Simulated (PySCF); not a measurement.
A small calculation by hand: oscillator strength and radiative lifetime

Sn(Cl)(Me)2(OH) (C2H7ClOSn), SMILES [OH][Sn]([CH3])([Cl])[CH3].

Geometry: PBE-D3(BJ)/def2-SVP. The def2 effective core potentials stand for the cores of Sn; spin–orbit coupling is left out. The values are those of a single conformer.

TDA-PBE0/def2-SVPD (PySCF) puts the first singlet state with f over 0.02 at 6.13 eV (vertical), with the transition dipole (0.761, 0.058, -0.390) in atomic units.

Problem. Find the oscillator strength, the wavelength and the radiative lifetime that this transition would have in vacuum if emission retraced absorption.

Solution. 
|μ|² = 0.7346 au, so |μ| = 2.18 D. ΔE = 6.13/27.211 = 0.2253 hartree. f = (2/3) ΔE |μ|² = 0.110 (the program prints 0.110).
λ = 1239.84/6.13 = 202 nm; ν = 49442 cm⁻¹.
Einstein's coefficient A = 0.6670 ν² f s⁻¹ (ν in cm⁻¹) = 1.8e8 s⁻¹, so τ = 1/A = 5.6 ns. This state is S1. The figure is the radiative limit of this one transition; relaxation, internal conversion, crossing to triplets and a medium change what is measured.
